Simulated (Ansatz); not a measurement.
`C[O][Ge]([CH3])([CH3])[O][SiH3]`, charge 0, multiplicity 1.

Problem. Give a relaxed structure at PBE0-D4/def2-TZVP (the Gaussian-basis code of Ansatz). (Best estimate.)

Solution. The calculation gave: 
Z-matrix (Å, degrees):
```
C
O 1 1.407
H 1 1.098 2 112.2
H 1 1.097 2 112.2 3 -122.1
H 1 1.093 2 108.1 3 118.9
Ge 2 1.778 1 120.0 3 63.5
C 6 1.931 2 105.0 1 -178.2
C 6 1.936 2 111.8 1 -49.0
O 6 1.784 2 106.8 1 65.3
H 7 1.090 6 109.3 2 -54.2
H 7 1.091 6 110.2 2 65.4
H 7 1.091 6 110.3 2 -174.1
H 8 1.091 6 110.6 2 -59.1
H 8 1.091 6 109.7 2 -179.3
H 8 1.090 6 109.9 2 61.5
Si 9 1.632 6 133.2 2 44.7
H 16 1.489 9 111.3 6 -79.9
H 16 1.486 9 108.4 6 160.6
H 16 1.491 9 111.5 6 40.8
```
This is one stationary point; other conformers may exist.
